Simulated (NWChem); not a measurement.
System: SiN2H5OF; SMILES N[Si](N)(O)F

Excerpt of the output:

```
             Northwest Computational Chemistry Package (NWChem) 7.3.0
             --------------------------------------------------------

 C1  symmetry detected

                             Geometry "geometry" -> ""
                             -------------------------

 Output coordinates in angstroms (scale by  1.889725989 to convert to a.u.)

  No.       Tag          Charge          X              Y              Z
 ---- ---------------- ---------- -------------- -------------- --------------
    1 N                    7.0000     1.00745360    -1.17485593     0.71322790
    2 Si                  14.0000     0.00589403    -0.01371857    -0.00681050
    3 N                    7.0000     0.97525455     1.19133879    -0.72550087
    4 O                    8.0000    -1.03752345    -0.89896414    -0.94147143
    5 F                    9.0000    -0.95670564     0.85229817     0.98733996
    6 H                    1.0000     1.83967197    -0.91855178     1.22665728
    7 H                    1.0000     0.67614541    -2.10736836     0.92257919
    8 H                    1.0000     0.65137198     2.14737046    -0.79816352
    9 H                    1.0000     1.67344756     0.96481976    -1.42186180
   10 H                    1.0000    -1.89157218    -0.48856063    -1.10224152

 Effective nuclear repulsion energy (a.u.)     263.5356020249

  pbe96 is a nonlocal functional; adding pw91lda local functional.

                                 NWChem DFT Module
                                 -----------------

 Summary of "ao basis" -> "ao basis" (spherical)
 ------------------------------------------------------------------------------
       Tag                 Description            Shells   Functions and Types
 ---------------- ------------------------------  ------  ---------------------
 N                          def2-svp                 6       14   3s2p1d
 Si                         def2-svp                 8       18   4s3p1d
 O                          def2-svp                 6       14   3s2p1d
 F                          def2-svp                 6       14   3s2p1d
 H                          def2-svp                 3        5   2s1p

            General Information
            -------------------
          SCF calculation type: DFT
          Wavefunction type:  closed shell.
          No. of atoms     :    10
          No. of electrons :    50
           Alpha electrons :    25
            Beta electrons :    25
          Charge           :     0
          Spin multiplicity:     1
          Use of symmetry is: off; symmetry adaption is: off
          Maximum number of iterations: 150
          AO basis - number of functions:    99
                     number of shells:    47
          Convergence on energy requested:  1.00D-06
          Convergence on density requested:  1.00D-05
          Convergence on gradient requested:  5.00D-04

              XC Information
              --------------
          PerdewBurkeErnzerhof Exchange Functional  1.000
            Perdew 1991 LDA Correlation Functional  1.000 local
           PerdewBurkeErnz. Correlation Functional  1.000 non-local

             Grid Information
             ----------------
          Grid used for XC integration:  medium
          Radial quadrature: Mura-Knowles
          Angular quadrature: Lebedev.
          Tag              B.-S. Rad. Rad. Pts. Rad. Cut. Ang. Pts.
          ---              ---------- --------- --------- ---------
          N                   0.65       49          10.0       434
          Si                  1.10       88           8.0       590
          O                   0.60       49          10.0       434
          F                   0.50       49          10.0       434
          H                   0.35       45          12.0       434
          Grid pruning is: on
          Number of quadrature shells:   509
          Spatial weights used:  Erf1

      Superposition of Atomic Density Guess
      -------------------------------------

 Sum of atomic energies:        -573.70696779

      Non-variational initial energy
      ------------------------------

 Total energy =    -575.640004
 1-e energy   =   -1316.298135
 2-e energy   =     477.122529
 HOMO         =      -0.364709
 LUMO         =       0.046580

     ---------------------------------------------
      Total Density - Mulliken Population Analysis
     ---------------------------------------------

    Atom       Charge   Shell Charges
 -----------   ------   -------------------------------------------------------
    1 N    7     7.75   1.99  1.02  0.44  2.61  1.69  0.00
    2 Si  14    12.52   2.00  1.99  0.76  0.04  5.93  0.87  0.49  0.43
    3 N    7     7.76   1.99  1.02  0.44  2.60  1.70  0.00
    4 O    8     8.76   1.99  1.10  0.63  3.09  1.94  0.00
    5 F    9     9.58   1.99  1.14  0.78  3.52  2.14  0.00
    6 H    1     0.74   0.58  0.12  0.04
    7 H    1     0.75   0.58  0.12  0.04
    8 H    1     0.75   0.58  0.12  0.05
    9 H    1     0.74   0.58  0.12  0.04
   10 H    1     0.65   0.52  0.07  0.06

   convergence    iter        energy       DeltaE   RMS-Dens  Diis-err
 ---------------- ----- ----------------- --------- --------- ---------
 d= 0,ls=0.0,diis     1   -576.3607740571 -8.40D+02  1.65D-02  1.10D+00
 d= 0,ls=0.0,diis     2   -576.2618779532  9.89D-02  9.37D-03  2.31D+00
 d= 0,ls=0.0,diis     3   -576.4706715679 -2.09D-01  1.55D-03  4.87D-02
 d= 0,ls=0.0,diis     4   -576.4732135369 -2.54D-03  8.13D-04  1.60D-02
 d= 0,ls=0.0,diis     5   -576.4747909500 -1.58D-03  1.66D-04  7.77D-04
  Resetting Diis
 d= 0,ls=0.0,diis     6   -576.4748735285 -8.26D-05  3.25D-05  9.99D-06
 d= 0,ls=0.0,diis     7   -576.4748738741 -3.46D-07  4.24D-05  7.30D-06
 d= 0,ls=0.0,diis     8   -576.4748718496  2.02D-06  2.88D-05  3.04D-05
 d= 0,ls=0.0,diis     9   -576.4748745106 -2.66D-06  1.03D-06  1.59D-08
 d= 0,ls=0.0,diis    10   -576.4748745116 -9.77D-10  4.21D-07  5.69D-09

         Total DFT energy =     -576.474874511572
      One electron energy =    -1321.533394633969
           Coulomb energy =      536.896823744707
    Exchange-Corr. energy =      -55.373905647231
 Nuclear repulsion energy =      263.535602024922

 Numeric. integr. density =       49.999992931936

                       DFT Final Molecular Orbital Analysis
                       ------------------------------------

 Vector   23  Occ=2.000000D+00  E=-2.661459D-01
              MO Center= -7.6D-01, -5.9D-01, -7.5D-01, r^2= 1.8D+00
   Bfn.  Coefficient  Atom+Function         Bfn.  Coefficient  Atom+Function
  ----- ------------  ---------------      ----- ------------  ---------------
    52      0.518021   4 O  pz               55      0.373616   4 O  pz
    50     -0.173405   4 O  px               65     -0.160529   5 F  py
    27      0.134260   2 Si pz               53     -0.128265   4 O  px
    38     -0.126014   3 N  pz               51     -0.118845   4 O  py
    68      0.117468   5 F  py               35      0.107909   3 N  s

 Vector   24  Occ=2.000000D+00  E=-2.150702D-01
              MO Center=  8.6D-01, -1.0D+00,  5.9D-01, r^2= 1.4D+00
   Bfn.  Coefficient  Atom+Function         Bfn.  Coefficient  Atom+Function
  ----- ------------  ---------------      ----- ------------  ---------------
     6      0.454967   1 N  pz                9     -0.377271   1 N  pz
     4     -0.273822   1 N  px                7      0.232916   1 N  px
     5      0.152130   1 N  py                8     -0.131791   1 N  py
    52      0.098362   4 O  pz               64     -0.097543   5 F  px
    65      0.082847   5 F  py               55      0.082270   4 O  pz

 Vector   25  Occ=2.000000D+00  E=-2.110620D-01
              MO Center=  7.3D-01,  9.0D-01, -6.5D-01, r^2= 1.9D+00
   Bfn.  Coefficient  Atom+Function         Bfn.  Coefficient  Atom+Function
  ----- ------------  ---------------      ----- ------------  ---------------
    38      0.399449   3 N  pz               36      0.347672   3 N  px
    41     -0.326963   3 N  pz               39     -0.297708   3 N  px
    51     -0.167471   4 O  py               54     -0.124507   4 O  py
    52      0.115891   4 O  pz               50     -0.111569   4 O  px
    37      0.092016   3 N  py               55      0.092089   4 O  pz

 Vector   26  Occ=0.000000D+00  E= 1.831893D-02
              MO Center=  1.8D-01,  1.1D-03, -3.5D-01, r^2= 7.2D+00
   Bfn.  Coefficient  Atom+Function         Bfn.  Coefficient  Atom+Function
  ----- ------------  ---------------      ----- ------------  ---------------
    35      0.845460   3 N  s                 3      0.793389   1 N  s
    18     -0.662197   2 Si s                96     -0.550672  10 H  s
    49      0.507544   4 O  s                86     -0.484167   8 H  s
    91     -0.468614   9 H  s                76     -0.460527   6 H  s
    81     -0.413778   7 H  s                 2      0.189130   1 N  s

 Vector   27  Occ=0.000000D+00  E= 5.815780D-02
              MO Center= -5.0D-01,  4.0D-01, -1.1D+00, r^2= 6.5D+00
   Bfn.  Coefficient  Atom+Function         Bfn.  Coefficient  Atom+Function
  ----- ------------  ---------------      ----- ------------  ---------------
    96      0.946758  10 H  s                35      0.913296   3 N  s
    91     -0.723428   9 H  s                49     -0.629212   4 O  s
    86     -0.587498   8 H  s                53      0.253349   4 O  px
    50      0.177383   4 O  px               95      0.164182  10 H  s
    34      0.161380   3 N  s                81     -0.149144   7 H  s

[...]
```

Level: PBE/def2-SVP. The geometry was optimised at PBE0/def2-SVP.

**Question.** Write an input that gives this output.

**Answer.** This is not unique; one that fits is the input that was run:
```
start job
memory heap 200 mb stack 900 mb global 1100 mb
geometry units angstroms noautoz
  N      0.736076     1.249428     1.012779
  Si    -0.044402     0.088803     0.056944
  N      0.264954    -1.461330     0.697042
  O     -1.603801     0.637469    -0.057996
  F      0.460969    -0.058776    -1.488287
  H      1.668149     1.103793     1.375986
  H      0.452405     2.220349     1.008819
  H      0.305211    -2.275376     0.097138
  H      0.033083    -1.696011     1.653527
  H     -2.078926     0.358036    -0.845302
end
basis spherical
  * library def2-svp
end
dft
  xc xpbe96 cpbe96
  iterations 150
  mulliken
end
task dft energy
```
